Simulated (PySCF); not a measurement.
# Telling isomers of C3H11FSi3 apart by NMR

- geometry from GFN2-xTB
- NMR shieldings at PBE0/pcSseg-1/GIAO
- code: PySCF 2.14
- non-relativistic, in vacuum, one averaged value for each set of equivalent atoms, a single conformation

Shifts are taken against calculated references (same method and geometry level): TMS for ¹H (31.72 ppm) and ¹³C (186.93 ppm). Splittings of carbon signals by F and P are missing where no couplings were computed. Where no couplings were computed, multiplicities follow the n + 1 count of equivalent neighbours, and m marks all less simple cases (inequivalent or close neighbours, rings, F or P nearby). Shifts are as computed. Against solution values, carbons near 30 ppm lie about +3 ppm off and those near 130 ppm about +5 ppm. Of 1211 compounds with measured shifts, 218 miss one by over three times the rms of a fit or turn the order of signals round; such compounds aren't used in these exercises.

(1) Tabulate the signals of `C=C(C)[Si@@H](F)[SiH2][SiH3]`, `C[SiH2][SiH2]/C([SiH3])=C\F` and their relative energies.

(2) What is the quickest way to tell C=C(C)[Si@@H](F)[SiH2][SiH3] from C[SiH2][SiH2]/C([SiH3])=C\F?

Answers

(1) 
```json
{"SMILES": "C=C(C)[Si@@H](F)[SiH2][SiH3]", "carbon types": "1×C 1×CH2 1×CH3", "δC": "151.0, 134.8, 23.1", "δH": "6.24 (m, 1H), 5.90 (m, 1H), 5.87 (m, 1H), 3.63 (m, 3H), 3.37 (m, 1H), 3.20 (m, 1H), 1.90 (s, 3H)", "E rel. (kcal/mol)": "0.0"}
{"SMILES": "C[SiH2][SiH2]/C([SiH3])=C\\F", "carbon types": "1×C 1×CH 1×CH3", "δC": "169.2, 103.3, -9.1", "δH": "7.12 (m, 1H), 4.28 (t, 2H), 4.23 (s, 3H), 3.99 (m, 2H), 0.14 (t, 3H)", "E rel. (kcal/mol)": "32.4"}
```

Energies are electronic energies at PBE0/pcSseg-1 on these geometries, without zero-point or thermal terms, each for the one conformer computed, which needn't be the lowest.

(2) Both give the same number of carbon signals, but DEPT or the intensities differ. The first has a terminal =CH2 carbon at 134.8 ppm, the second an alkene CH at 169.2 ppm. Their most deshielded carbons lie at 151.0 and 169.2 ppm. In the proton spectra the most deshielded non-exchanging signals are 6.24 (m, 1H) and 7.12 (m, 1H).
